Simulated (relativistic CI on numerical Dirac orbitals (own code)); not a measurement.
Radial Dirac CI calculation of Ne III.

Command:

```sh
python run_levels.py task.json out
```

Input:

```
atom Ne  Z=10  charge=2  electrons=8
nucleus A=20  rms_radius_fm=3.0055
hamiltonian dirac-coulomb  breit=on  qed=on  c_scale=1
orbitals kli  potential=per-configuration
slater_scale -1
correlation none
mixing on
grid step=0.0125 r_max=34.3
scf mixing=0.4 start=green max_iterations=90 tolerance=2e-08 node_fill=0.05
configurations
  [He] 2s2 2p4
  [He] 2s 2p5
  [He] 2p6
  [He] 2s2 2p3 3s
  [He] 2s2 2p3 3p
end
```

Output:

```
SCF 1: [He] 2s2 2p4
 iter      energy (Ha)   residual   last orbital (Ha)
    1      -125.004583   9.01e-01     -3.95221
    2      -126.152797   4.17e-01     -3.07503
    3      -126.451240   2.11e-02     -2.44813
    4      -126.453529   1.05e-02     -2.48918
    5      -126.453583   1.18e-03     -2.48097
    6      -126.453579   2.10e-04     -2.47920
    7      -126.453578   2.76e-06     -2.47879
    8      -126.453578   5.21e-07     -2.47879
    9      -126.453578   1.10e-07     -2.47878
   10      -126.453578   1.55e-10     -2.47878
SCF 2: [He] 2s 2p5
 iter      energy (Ha)   residual   last orbital (Ha)
    1      -123.738132   9.52e-01     -3.95221
    2      -125.093610   4.28e-01     -3.00955
    3      -125.423197   2.54e-02     -2.36773
    4      -125.426306   1.51e-02     -2.41952
    5      -125.426410   1.34e-03     -2.40497
    6      -125.426411   5.03e-04     -2.40350
    7      -125.426411   1.09e-05     -2.40257
    8      -125.426412   2.18e-07     -2.40260
    9      -125.426412   1.06e-07     -2.40260
   10      -125.426412   7.23e-10     -2.40260
SCF 3: [He] 2p6
 iter      energy (Ha)   residual   last orbital (Ha)
    1      -122.231678   1.00e+00     -3.95221
    2      -123.847596   4.35e-01     -2.94618
    3      -124.203639   3.14e-02     -2.30055
    4      -124.209221   1.88e-02     -2.36159
    5      -124.209365   2.01e-03     -2.34161
    6      -124.209361   1.78e-04     -2.33873
    7      -124.209360   7.69e-05     -2.33833
    8      -124.209361   9.85e-06     -2.33832
    9      -124.209361   1.81e-07     -2.33834
   10      -124.209361   1.09e-07     -2.33834
   11      -124.209361   2.37e-09     -2.33834
SCF 4: [He] 2s2 2p3 3s
 iter      energy (Ha)   residual   last orbital (Ha)
    1      -124.172692   7.60e-01     -1.08765
    2      -124.759927   3.69e-01     -0.97917
    3      -124.928905   1.79e-02     -0.89363
    4      -124.929637   1.41e-02     -0.89004
    5      -124.929851   1.38e-03     -0.88531
    6      -124.929848   5.67e-05     -0.88471
    7      -124.929849   1.69e-05     -0.88468
    8      -124.929849   4.30e-07     -0.88468
    9      -124.929849   3.01e-07     -0.88468
   10      -124.929849   1.24e-09     -0.88468
SCF 5: [He] 2s2 2p3 3p
 iter      energy (Ha)   residual   last orbital (Ha)
    1      -123.980611   7.75e-01     -0.90940
    2      -124.587975   3.73e-01     -0.80034
    3      -124.750792   2.01e-02     -0.71990
    4      -124.752826   1.41e-02     -0.71470
    5      -124.753010   1.06e-03     -0.70931
    6      -124.752987   8.88e-05     -0.70906
    7      -124.752991   2.05e-05     -0.70902
    8      -124.752991   8.32e-07     -0.70902
    9      -124.752991   6.28e-07     -0.70902
   10      -124.752991   1.24e-09     -0.70902
orbital energies (Ha): 1s -32.8810  2s -3.3474  2p1/2 -2.4837  2p3/2 -2.4788
configuration averages (Ha): Dirac-Coulomb, Breit, QED
  2s2 2p4                       -126.453578    0.016200    0.010770
  2s 2p5                        -125.426412    0.016149    0.010418
  2p6                           -124.209361    0.016148    0.010072
  2s2 2p3 3s                    -124.929849    0.015869    0.010881
  2s2 2p3 3p                    -124.752991    0.015844    0.010836
levels: no., configuration, term, J, E (cm-1), weight
   1 2s2 2p4                1S   0                0.0  0.98
   2 2s2 2p4                1D   2            54057.5  1.00
   3 2s2 2p4                3P   2            80978.7  1.00
   4 2s2 2p4                3P   1            81600.3  1.00
   5 2s2 2p4                3P   0            81895.6  1.00
   6 2s 2p5                 1P*  1           219253.8  1.00
   7 2s 2p5                 3P*  2           316387.8  0.98
   8 2s 2p5                 3P*  1           316953.0  0.98
   9 2s 2p5                 3P*  0           317255.4  0.98
  10 2s2 2p3 3s             1P*  1           369296.6  1.00
  11 2s2 2p3 3s             3P*  2           375104.3  0.98
  12 2s2 2p3 3s             3P*  1           375142.0  0.98
  13 2s2 2p3 3s             3P*  0           375163.3  0.98
  14 2s2 2p3 3p             1S   0           387683.9  1.00
lowest total energy -126.735782 Ha
end: converged
```

Against the reference input this run has: Slater scale -1. The reference run ends at -126.491801 Ha with Breit and QED terms. The iteration limit was 90 against 150. This setting is bad on purpose; its numbers may not be properties of the ion.

With so few configurations and no correlation, terms lie too far apart (by 10 to 50 % or more near neutrality), their order can be wrong, and levels of other configurations are missing.

Run time about 0.15 s of CPU on one thread of Neoverse-N1 (shared host).
